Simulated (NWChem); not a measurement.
# CH$_{3}$Cl$_{3}$Si; SMILES C[Si](Cl)(Cl)Cl

All runs: NWChem. The geometry was optimised at B3LYP/6-31G* (spherical d). Level: M06-2X/def2-SVP with SMD (1 M gas to 1 M solution), gas-phase geometry. Reactions with the solvent are ignored.

### Question
Order these by “dipole in solution (D)”, lowest first: dichloromethane; water; anisole; n-hexane.

### Answer
n-hexane (2.44), anisole (2.64), dichloromethane (2.73), water (2.81)
